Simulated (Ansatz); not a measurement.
`[SiH3]/C=C/C[SiH3]`. The species carries charge 0 and has multiplicity 1. The structure was optimised at the PBE0-D4/def2-TZVP level. It is one conformer, not always the lowest.

```xyz
15

Si    2.424    0.577   -1.294
C     0.607    0.314   -1.055
C    -0.019    0.574    0.095
C    -1.462    0.347    0.374
Si   -1.706   -1.206    1.421
H     2.691    1.542   -2.397
H     3.003    1.109   -0.032
H     3.115   -0.695   -1.647
H     0.011   -0.070   -1.884
H     0.563    0.955    0.935
H    -1.891    1.189    0.928
H    -2.031    0.230   -0.553
H    -3.139   -1.356    1.791
H    -0.896   -1.109    2.664
H    -1.271   -2.401    0.653
```

(1) What is the dipole moment at r2SCAN/def2-TZVPP? (An estimate is asked.)

(2) And with PBE, B3LYP, ωB97M-V? (Best estimate.)

(3) Give the Mulliken charges with r2SCAN, B3LYP, ωB97M-V in def2-TZVPP. (Estimate.)

Answers

(1) Computed: 1.35 D, with components (-1.29, 0.34, 0.23) D in this frame, pointing from negative to positive charge.

(2) The calculation gave: PBE 1.31 D, B3LYP 1.29 D, ωB97M-V 1.29 D.

(3) Computed: 
```
atom  r2SCAN  B3LYP  ωB97M-V
 Si1    0.34   0.31     0.22
  C2   -0.24  -0.21    -0.24
  C3   -0.06  -0.11    -0.11
  C4   -0.16  -0.20    -0.29
 Si5    0.30   0.29     0.19
  H6   -0.08  -0.08    -0.04
  H7   -0.08  -0.08    -0.04
  H8   -0.08  -0.08    -0.04
  H9    0.05   0.07     0.08
 H10    0.09   0.11     0.12
 H11    0.07   0.09     0.12
 H12    0.06   0.09     0.11
 H13   -0.07  -0.07    -0.03
 H14   -0.07  -0.07    -0.03
 H15   -0.07  -0.06    -0.02
```

B3LYP here is the variant with VWN-RPA as its local correlation; programs differ in this.
